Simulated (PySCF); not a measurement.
# Excitation energy of As by level of theory

As [Ar] 3d10 4s2 4p3 (4S) → As [Ar] 3d10 4s1 4p4 (4P), as a difference of total energies. Computed with PySCF 2.14 in aug-cc-pVDZ-PP with ECP10MDF (5s4p3d, 32 functions), with a scalar-relativistic core potential. Correlated levels: valence: 3s2 3p6 3d10 frozen. The calculations carry no spin-orbit coupling.

| method | excitation energy (eV) |
| --- | --- |
| UHF | 8.634 |
| LDA | 9.339 |
| PBE | 9.150 |
| PBE0 | 9.082 |
| r2SCAN | 8.882 |
| LC-wPBE | 9.212 |
| wB97M-V | 9.225 |
| wB97X | 9.425 |
| MN15 | 8.940 |
| MP2 (valence) | 8.649 |
| SCS-MP2 (valence) | 8.639 |
